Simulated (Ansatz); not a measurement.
Ansatz (an electronic-structure program) job for C2H4BFO2, SMILES CC(=O)B(O)F, PBE/def2-SVPD. The structure is a stationary point at B3LYP-D3(BJ)/def2-SVP. This is a generated structure with no PubChem entry under its InChIKey; it may be hypothetical. One conformer was computed; it need not be the lowest.

Ansatz 0.2 input:
```yaml
crystal:
  periodic: [false, false, false]
  atoms:
    - {symbol: C, position_ang: [-0.82253007, 1.82827165, -0.00000000]}
    - {symbol: C, position_ang: [0.23536681, 0.75807941, 0.00000000]}
    - {symbol: O, position_ang: [1.43146748, 1.01552508, 0.00000000]}
    - {symbol: B, position_ang: [-0.14145106, -0.81577608, -0.00000000]}
    - {symbol: O, position_ang: [0.87394755, -1.68537423, 0.00000000]}
    - {symbol: F, position_ang: [-1.39996261, -1.23837545, -0.00000000]}
    - {symbol: H, position_ang: [-1.47527932, 1.70548353, 0.88142168]}
    - {symbol: H, position_ang: [-1.47527932, 1.70548353, -0.88142168]}
    - {symbol: H, position_ang: [-0.36763280, 2.82831646, 0.00000000]}
    - {symbol: H, position_ang: [1.70476962, -1.17433721, 0.00000000]}
basis:
  gaussian:
    orbitals: def2-SVPD
hamiltonian:
  xc: {name: PBE}
```

It prints:

```
WARN ansatz: RAYON_NUM_THREADS=1 ignored (pool sized by the plan → 1); use --threads N
Functional definition: PBE
integrals: 0.08 GiB planned
1308 factors; their error is unknown
mean field: 0.62 GiB planned
mean field evaluation 1: about -9600.7275 eV, gradient 7.8e1 eV
mean field evaluation 2: about -9567.8245 eV, gradient 1.5e2 eV
mean field evaluation 4: about -9612.0247 eV, gradient 1.3e1 eV
mean field evaluation 8: about -9612.3274 eV, gradient 1.7e-1 eV
mean field evaluation 16: about -9612.2607 eV, gradient 3.3e-4 eV
mean field -9612.26071395 eV, -353.2440658132 hartree, gradient 1.4e-5 eV, S^2 0.000000; 0 other end points of the search recorded, 0 dependent functions left out
reference -9612.26076587 eV, -353.2440677213 hartree; 23, 23 occupied and 138, 138 virtual orbitals, 1308 factors
Total energy: -9612.26076587 eV, -353.2440677213 hartree
```

Self-consistency was reached.

Cost: very roughly 2.2 core-seconds.
